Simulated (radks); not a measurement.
Values are calculated unless marked as measured or tabulated.
Question: Bi+, configuration [Hg] 6p2 (the NIST ground configuration). Code: a radial shooting solver on a logarithmic mesh with Libxc functionals. Model: Dirac Kohn-Sham, PBE, spin-unpolarised, spherical densities, point nucleus; open shells fill j = l - 1/2 first. Some entries of the table are withheld. Estimate them.

| orbital | occ. | eigenvalue (eV) | <r^2> (bohr^2) | r(max) (bohr) |
|---|---|---|---|---|
| 1s1/2 | 2 | -90529.52 | 0.0003459 | 0.009650 |
| 2s1/2 | 2 | -16256.30 | (1) | 0.05639 |
| 2p1/2 | 2 | -15616.47 | 0.003643 | 0.04119 |
| 2p3/2 | 4 | -13296.27 | 0.004823 | 0.04902 |
| 3s1/2 | 2 | -3928.807 | 0.03358 | 0.1587 |
| 3p1/2 | 2 | -3640.290 | 0.03049 | 0.1478 |
| 3p3/2 | 4 | -3120.773 | 0.03680 | 0.1636 |
| 3d3/2 | 4 | -2649.223 | 0.02802 | 0.1269 |
| 3d5/2 | 6 | -2539.119 | 0.02973 | 0.1312 |
| 4s1/2 | 2 | -907.1381 | 0.1605 | 0.3563 |
| 4p1/2 | 2 | -781.7650 | 0.1625 | 0.3537 |
| 4p3/2 | 4 | -653.7405 | 0.1933 | 0.3855 |
| 4d3/2 | 4 | -450.1869 | (2) | 0.3763 |
| 4d5/2 | 6 | -426.2992 | (3) | 0.3859 |
| 5s1/2 | 2 | -164.3319 | 0.7750 | 0.7716 |
| 4f5/2 | 6 | -162.1759 | 0.2291 | 0.3399 |
| 4f7/2 | 8 | -156.6861 | 0.2356 | 0.3444 |
| 5p1/2 | 2 | -120.9143 | 0.8838 | 0.8072 |
| 5p3/2 | 4 | -96.2714 | 1.072 | 0.8833 |
| 5d3/2 | 4 | -35.8753 | 1.694 | (4) |
| 5d5/2 | 6 | -32.8790 | 1.821 | (5) |
| 6s1/2 | 2 | -21.3292 | 5.153 | 1.864 |
| 6p1/2 | 2 | -12.5420 | 7.711 | 2.189 |
| 6p3/2 | 0 | -10.3104 | 9.821 | 2.466 |

Answer: 
(1) 2s1/2 <r^2> (bohr^2): 0.005185
(2) 4d3/2 <r^2> (bohr^2): 0.2000
(3) 4d5/2 <r^2> (bohr^2): 0.2105
(4) 5d3/2 r(max) (bohr): 1.017
(5) 5d5/2 r(max) (bohr): 1.047
